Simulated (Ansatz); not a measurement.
A trace of molecular dynamics of a periodic cell of 13 atoms, Tl12O (host Tl, host structure hcp, interstitial O).

All numbers below come from DFT PBE, scalar-relativistic, plane waves, PAW (Ansatz 0.2.0). Settings: accuracy low, cutoff 420 eV, k mesh 2x1x2, fermi-dirac smearing 0.002 eV, no spin polarisation.

| Quantity | Value |
| --- | --- |
| ensemble | NVE (velocity Verlet) |
| starting velocities drawn for | 2400 K |
| seed | 336394 |

| time (fs) | T (K) | potential energy less start (eV) | conserved less start (meV/atom) |
| --- | --- | --- | --- |
| 0.0 | 2400 | 0.000 | 0.00 |
| 4.0 | 2388 | 0.018 | 0.00 |
| 8.0 | 2359 | 0.063 | 0.00 |
| 12.0 | 2314 | 0.133 | 0.00 |
| 16.0 | 2254 | 0.227 | 0.00 |
| 20.0 | 2181 | 0.340 | 0.00 |
| 24.0 | 2100 | 0.466 | 0.01 |
| 28.0 | 2014 | 0.599 | 0.01 |
| 32.0 | 1926 | 0.735 | 0.01 |
| 36.0 | 1840 | 0.869 | 0.01 |
| 40.0 | 1756 | 0.999 | 0.01 |
| 44.0 | 1673 | 1.128 | 0.01 |
| 48.0 | 1591 | 1.256 | 0.01 |
| 52.0 | 1509 | 1.383 | 0.01 |
| 56.0 | 1427 | 1.509 | 0.01 |
| 60.0 | 1346 | 1.635 | 0.01 |
| 64.0 | 1266 | 1.760 | 0.01 |
| 68.0 | 1186 | 1.883 | 0.01 |
| 72.0 | 1110 | 2.001 | 0.01 |
| 76.0 | 1040 | 2.110 | 0.01 |
| 80.0 | 979 | 2.205 | 0.01 |
| 84.0 | 931 | 2.279 | 0.01 |
| 88.0 | 899 | 2.329 | 0.01 |
| 92.0 | 882 | 2.355 | 0.01 |
| 96.0 | 878 | 2.361 | 0.01 |
| 100.0 | 884 | 2.352 | 0.01 |
| 104.0 | 896 | 2.333 | 0.01 |
| 108.0 | 911 | 2.310 | 0.01 |

**Question.** Can this run be trusted? Judge the integration.

**Answer.** The conserved energy stayed within 0.014 meV per atom of its start (net change 0.0066 meV per atom), so the integration is sound. The temperature averaged 0.43 of the 2400 K drawn at the start: a run that starts near a minimum puts about half its kinetic energy into the potential. A run of 0.11 ps of so small a system gives no equilibrium averages. The smearing is very narrow for this mesh. Limits of this set-up: coarse k mesh, low accuracy level. The time step was 1 fs.

The run took 8.6 min on 1 thread of Arm Neoverse V1 (shared host), peak memory 0.69 GiB.
